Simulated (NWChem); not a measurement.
Molecule: CH7NSi; SMILES C[SiH2]N

```xyz
10

Si    -0.4759     0.0661     0.0000
C      0.4499    -1.5836     0.0000
N      0.4781     1.5226     0.0000
H     -1.3317     0.1210     1.2186
H     -1.3317     0.1210    -1.2186
H      1.0869    -1.6913    -0.8861
H      1.0869    -1.6913     0.8861
H     -0.2624    -2.4191     0.0000
H      1.0000     1.7742    -0.8314
H      1.0000     1.7742     0.8314
```
Atoms are numbered in this order, from 1.

Program: NWChem. The geometry was optimised at B3LYP/6-31G* (spherical d). Vzz is the largest principal value of the second derivative of the potential at the nucleus (NWChem prints the opposite sign); η is the asymmetry. Non-relativistic.

| level | Vzz N3 (a.u.) | η N3 | relative time |
|---|---|---|---|
| PBE0/def2-TZVP | -0.873 | 0.33 | 4 |
| PBE0/def2-SVP | -0.935 | 0.30 | 1 |
| CAM-B3LYP/def2-TZVP | -0.897 | 0.35 | 20 |
| CAM-B3LYP/cc-pVTZ | -0.922 | 0.32 | 40 |

Relative times are rough (shared machine, one core).
